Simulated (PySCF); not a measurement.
# Correlation energy of Ag³⁴⁺ (silver, charge +34)

[Ne] 3s2 3p1, 2P determinant. All numbers are calculated (PySCF 2.14, the spin-free X2C one-electron Hamiltonian (Gaussian nucleus), in an even-tempered Gaussian basis (18 s from 5 bohr⁻², ratio 2.5; 12 p from 6.5 bohr⁻², ratio 2.5; 5 d from 27 bohr⁻², ratio 2.7; 4 f from 41 bohr⁻², ratio 2.7)). Frozen: 1s2; 11 electrons correlated; the 22 highest virtual orbitals of each spin left out.

| level | correlation energy (mhartree) |
| --- | --- |
| CCSD | -497.10 |
| (T) | -1.28 |
| CCSD(T) | -498.38 |

Diagnostics: T1 = 0.00093, D1 = 0.0041, largest double amplitude 0.063.

Problem. Is a single reference adequate?

Solution. Yes, within this model without spin-orbit coupling: T1 lies below 0.03 and no double amplitude reaches 0.07.

At this charge the one-electron X2C treatment keeps the bare 1/r₁₂, with no two-electron picture change or Breit term. The effect here is smaller than on the frozen 1s shell; and a scalar Hamiltonian misses the large spin-orbit splitting of the p shells, which matters for ns² → np² pairs.
